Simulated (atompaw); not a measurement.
**Reading a pseudo-wave (In (Z = 49))**

Columns: radius, all-electron u(r) and pseudo u(r) of the 5p shell (level -16.22 eV) of indium in the configuration [Kr] 4d10 5s1 5p0; PBE, scalar-relativistic, PAW (atompaw) scheme, atompaw 4.2.0.5.

```json
{"r (bohr)": "0.098", "all-electron": "-0.0863", "pseudo": "0.0007"}
{"r (bohr)": "0.196", "all-electron": "0.1483", "pseudo": "0.0028"}
{"r (bohr)": "0.294", "all-electron": "0.1699", "pseudo": "0.0067"}
{"r (bohr)": "0.392", "all-electron": "0.0250", "pseudo": "0.0129"}
{"r (bohr)": "0.490", "all-electron": "-0.1421", "pseudo": "0.0222"}
{"r (bohr)": "0.588", "all-electron": "-0.2575", "pseudo": "0.0353"}
{"r (bohr)": "0.687", "all-electron": "-0.3040", "pseudo": "0.0530"}
{"r (bohr)": "0.785", "all-electron": "-0.2892", "pseudo": "0.0757"}
{"r (bohr)": "0.883", "all-electron": "-0.2313", "pseudo": "0.1039"}
{"r (bohr)": "0.981", "all-electron": "-0.1471", "pseudo": "0.1377"}
{"r (bohr)": "1.079", "all-electron": "-0.0498", "pseudo": "0.1769"}
{"r (bohr)": "1.177", "all-electron": "0.0510", "pseudo": "0.2210"}
{"r (bohr)": "1.275", "all-electron": "0.1494", "pseudo": "0.2691"}
{"r (bohr)": "1.373", "all-electron": "0.2413", "pseudo": "0.3200"}
{"r (bohr)": "1.471", "all-electron": "0.3248", "pseudo": "0.3723"}
{"r (bohr)": "1.569", "all-electron": "0.3988", "pseudo": "0.4244"}
{"r (bohr)": "1.667", "all-electron": "0.4628", "pseudo": "0.4745"}
{"r (bohr)": "1.765", "all-electron": "0.5170", "pseudo": "0.5212"}
{"r (bohr)": "1.863", "all-electron": "0.5619", "pseudo": "0.5628"}
{"r (bohr)": "1.962", "all-electron": "0.5983", "pseudo": "0.5983"}
{"r (bohr)": "2.060", "all-electron": "0.6261", "pseudo": "0.6261"}
{"r (bohr)": "2.158", "all-electron": "0.6466", "pseudo": "0.6466"}
{"r (bohr)": "2.256", "all-electron": "0.6603", "pseudo": "0.6603"}
{"r (bohr)": "2.354", "all-electron": "0.6681", "pseudo": "0.6681"}
{"r (bohr)": "2.452", "all-electron": "0.6705", "pseudo": "0.6705"}
{"r (bohr)": "2.550", "all-electron": "0.6684", "pseudo": "0.6684"}
```

How many radial nodes do the two functions have?

The all-electron 5p function has n − l − 1 = 3; the pseudo-wave has 0, since the states of the same l below it are removed with the core.

At about which radius was the pseudo-wave matched?

2.00 bohr, where the columns begin to agree (steps of 0.10 bohr).

Is the pseudo-wave norm-conserving?

No, it belongs to a PAW set: the norm inside the radius is not constrained, and the difference is carried by the augmentation charge.
